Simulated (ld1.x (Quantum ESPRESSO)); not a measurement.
## Which change was made? (Mn, TM)

```json
{"Element": "manganese", "Generator": "ld1.x (Quantum ESPRESSO) 7.5", "Type": "norm-conserving Troullier–Martins (Kleinman–Bylander form)", "Functional": "PBE", "Relativity": "scalar-relativistic", "Frozen core": "[Ar]", "Valence charge": "7", "Reference configuration": "3d5 4s1 4p1", "Partial waves": "4s (bound): rc 2.30 bohr; 4p (bound): rc 3.70 bohr; 3d (bound): rc 1.85 bohr", "Local potential": "the d channel", "Core correction": "none"}
```

Cutoffs, loose and tight: the cutoffs (Ry, on a coarse ladder) from which the occupation-weighted sum of valence levels, in a spherical-Bessel basis at the reference potential, stays within 10 and 1 mRy of its value at 400 Ry. They do not see the model core or the augmentation charge, which bear on the density cutoff. Test errors are all-electron minus pseudo excitation energies from the reference, over the configurations 3d5 4s2 4p0; 3d5 4s1 4p0; 3d5 4s0 4p0; 3d3 4s0 4p0; 3d5 4s0 4p2; 3d5 4s0 4p1; 3d5.5 4s1.5 4p0; variants that change the core or the reference have their own tests.

The base gives: outcome: generated; cutoff, loose: 80 Ry; cutoff, tight: 120 Ry; bound ghosts: s, p; largest test error (meV): -112.

(1) After one change the result is: outcome: generated; cutoff, loose: 160 Ry; cutoff, tight: 180 Ry; bound ghosts: s, p; largest test error (meV): -341. Which change was it?
A. all radii scaled by about 1.26 (s 2.90, p 4.68, d 2.34 bohr)
B. core correction a·sin(br)/r model core inside 1.50 bohr
C. wave 3d (bound): rc 1.85 bohr becomes 3d (bound): rc 1.14 bohr

## Answers

(1) C. The others give: core correction a·sin(br)/r model core inside 1.50 bohr → outcome: generated; cutoff, loose: 80 Ry; cutoff, tight: 120 Ry; bound ghosts: s, p; largest test error (meV): -944 | all radii scaled by about 1.26 (s 2.90, p 4.68, d 2.34 bohr) → outcome: generated; cutoff, loose: 50 Ry; cutoff, tight: 80 Ry; bound ghosts: s; largest test error (meV): +487.
